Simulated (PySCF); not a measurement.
C5H8O. Atoms are numbered in the order given.

```xyz
14

C      2.2596     0.8747     0.3797
C      1.9483    -0.4084     0.1923
C      0.5655    -0.9332    -0.0419
O     -0.3727     0.1208    -0.0515
C     -1.6786    -0.2279    -0.1282
C     -2.6546     0.6591    -0.3385
H      1.4862     1.6457     0.3705
H      3.2939     1.1858     0.5458
H      2.7294    -1.1778     0.2002
H      0.5357    -1.4852    -1.0043
H      0.3098    -1.6702     0.7479
H     -1.8891    -1.2972     0.0119
H     -2.4336     1.7194    -0.4793
H     -3.6928     0.3271    -0.3616
```
Charge 0, spin multiplicity 1.

Geometry optimised at B3LYP-D3(BJ)/def2-SVP. One conformer was computed; it need not be the lowest.

Calculation: PBE/pcSseg-1 in PySCF.

GIAO shieldings, no solvent; atoms listed in one row are averaged. δ = σ(ref) − σ: ¹³C against TMS (σ = 182.0 ppm); ¹⁷O against H2O (σ = 334.3 ppm); ¹H against TMS (σ = 31.49 ppm), references at their B3LYP-D3(BJ)/def2-TZVP geometries, non-relativistic.

Question: Estimate the chemical shifts. (The exact figures need the calculation; the answer reports its results.)

Answer: 
```json
[
 {"nucleus": "¹³C", "atoms": "C5", "count": "1", "δ (ppm)": "157.8"},
 {"nucleus": "¹³C", "atoms": "C2", "count": "1", "δ (ppm)": "141.4"},
 {"nucleus": "¹³C", "atoms": "C1", "count": "1", "δ (ppm)": "121.6"},
 {"nucleus": "¹³C", "atoms": "C6", "count": "1", "δ (ppm)": "93.1"},
 {"nucleus": "¹³C", "atoms": "C3", "count": "1", "δ (ppm)": "78.7"},
 {"nucleus": "¹⁷O", "atoms": "O4", "count": "1", "δ (ppm)": "137.2"},
 {"nucleus": "¹H", "atoms": "H12", "count": "1", "δ (ppm)": "6.54"},
 {"nucleus": "¹H", "atoms": "H7", "count": "1", "δ (ppm)": "6.20"},
 {"nucleus": "¹H", "atoms": "H9", "count": "1", "δ (ppm)": "6.17"},
 {"nucleus": "¹H", "atoms": "H8", "count": "1", "δ (ppm)": "5.77"},
 {"nucleus": "¹H", "atoms": "H13", "count": "1", "δ (ppm)": "4.90"},
 {"nucleus": "¹H", "atoms": "H10", "count": "1", "δ (ppm)": "4.70"},
 {"nucleus": "¹H", "atoms": "H11", "count": "1", "δ (ppm)": "4.61"},
 {"nucleus": "¹H", "atoms": "H14", "count": "1", "δ (ppm)": "4.43"}
]
```
